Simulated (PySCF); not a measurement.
BH5O4Ti, SMILES [O](B)[Ti]([OH])([OH])[OH], multiplicity 1. Atoms are numbered in the order given.

```xyz
11

O      1.3465     0.7668     0.0730
Ti    -0.3181    -0.0356    -0.0275
O     -0.0898    -1.8107    -0.1073
H     -0.1612    -2.4926     0.5828
O     -1.1653     0.5225    -1.5084
H     -1.4026     0.0123    -2.3025
O     -1.2418     0.3891     1.4529
H     -2.0749     0.8879     1.5216
B      2.6651     0.5202     0.2010
H      3.4404     1.4683     0.2445
H      3.0742    -0.6358     0.2723
```
Charge 0, spin multiplicity 1.

Geometry optimised at PBE-D3(BJ)/def2-SVP. The spin state was assumed, not searched. The values are those of a single conformer.

All values below come from PySCF with PBE-D3(BJ)/def2-SVP.

Frequencies are harmonic and unscaled.

### Question
Give all harmonic wavenumbers and intensities. (An estimate is asked for; the answer gives what the named calculation found.)

### Answer

| mode | ν (cm⁻¹) | IR (km/mol) | moving atoms (share of kinetic energy) |
|---|---|---|---|
| 1 | 47 | 0.9 | O 35 %, H 32 %, B 30 % |
| 2 | 71 | 1.6 | O 35 %, B 32 %, H 30 % |
| 3 | 136 | 3.9 | H 77 %, O 16 % |
| 4 | 146 | 83.8 | H 64 %, O 26 %, Ti 9 % |
| 5 | 168 | 10.8 | O 44 %, H 40 %, Ti 10 % |
| 6 | 182 | 24.6 | O 71 %, H 26 % |
| 7 | 187 | 9.0 | O 58 %, H 37 % |
| 8 | 200 | 6.3 | H 54 %, O 36 %, Ti 9 % |
| 9 | 250 | 15.3 | O 60 %, H 30 %, Ti 10 % |
| 10 | 257 | 55.2 | H 60 %, O 34 % |
| 11 | 292 | 150.1 | O 54 %, H 41 % |
| 12 | 430 | 124.9 | H 74 %, O 25 % |
| 13 | 451 | 116.1 | H 78 %, O 21 % |
| 14 | 465 | 195.8 | H 73 %, O 26 % |
| 15 | 578 | 108.3 | O 50 %, Ti 25 %, B 17 % |
| 16 | 733 | 182.0 | O 72 %, Ti 19 %, H 8 % |
| 17 | 784 | 160.5 | O 56 %, Ti 36 %, H 8 % |
| 18 | 790 | 167.8 | O 55 %, Ti 37 % |
| 19 | 949 | 46.9 | H 72 %, B 20 %, O 8 % |
| 20 | 1016 | 53.4 | H 71 %, B 28 % |
| 21 | 1169 | 8.9 | H 84 %, O 15 % |
| 22 | 1352 | 502.7 | B 54 %, O 36 %, H 10 % |
| 23 | 2433 | 204.0 | H 95 % |
| 24 | 2519 | 212.5 | H 88 %, B 12 % |
| 25 | 3768 | 205.9 | H 94 % |
| 26 | 3773 | 216.1 | H 94 % |
| 27 | 3779 | 147.3 | H 94 % |
